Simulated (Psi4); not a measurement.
Two rigid molecules brought together: BCl3 ··· H4OSi (SMILES ClB(Cl)Cl and O[SiH3]). Monomers: optimised at B3LYP-D3(BJ) (def2-TZVP), held rigid. Orientation: a random orientation, not optimised. R is the distance of the centres of mass, along which the second monomer moves.

Geometry at R = 6.10 Å (first 4 atoms: monomer A):
```
10

Cl    -0.9241    -1.4805     0.0029
B      0.0001     0.0000     0.0009
Cl    -0.8204     1.5404     0.0026
Cl     1.7444    -0.0600    -0.0064
Si    -0.7550     4.9876     2.4024
O     -1.2298     6.5681     2.4864
H     -1.1852     4.3697     3.6717
H      0.7169     4.8657     2.2555
H     -1.3899     4.2859     1.2591
H     -1.0371     7.1465     1.7450
```

Levels: PBE/def2-TZVP, counterpoise-corrected (Psi4); PBE-D3(BJ)/def2-TZVP, counterpoise-corrected (Psi4); SAPT0/jun-cc-pVDZ, frozen core (Psi4).

Interaction energies in kcal/mol; the last columns give the difference from SAPT0:

```tsv
R / Å	PBE/def2-TZVP	PBE-D3(BJ)/def2-TZVP	SAPT0/jun-cc-pVDZ	PBE/def2-TZVP − SAPT0/jun-cc-pVDZ	PBE-D3(BJ)/def2-TZVP − SAPT0/jun-cc-pVDZ
5.52	1.85	0.81	2.20	-0.35	-1.39
5.68	0.86	-0.07	1.00	-0.14	-1.07
5.92	0.12	-0.64	0.12	0.00	-0.76
6.10	-0.10	-0.75	-0.14	0.04	-0.61
6.32	-0.20	-0.73	-0.26	0.06	-0.48
6.53	-0.21	-0.64	-0.27	0.06	-0.37
6.77	-0.18	-0.52	-0.24	0.06	-0.28
7.13	-0.12	-0.35	-0.18	0.06	-0.17
7.64	-0.05	-0.19	-0.11	0.06	-0.08
8.28	-0.01	-0.09	-0.06	0.04	-0.03
9.27	0.00	-0.04	-0.03	0.02	-0.01
10.58	0.00	-0.01	-0.01	0.01	0.00
```

PBE/def2-TZVP is furthest from SAPT0/jun-cc-pVDZ at 5.52 (-0.35 kcal/mol, below); its mean absolute difference over the points is 0.08 kcal/mol.

PBE-D3(BJ)/def2-TZVP is furthest from SAPT0/jun-cc-pVDZ at 5.52 (-1.39 kcal/mol, below); its mean absolute difference over the points is 0.44 kcal/mol.
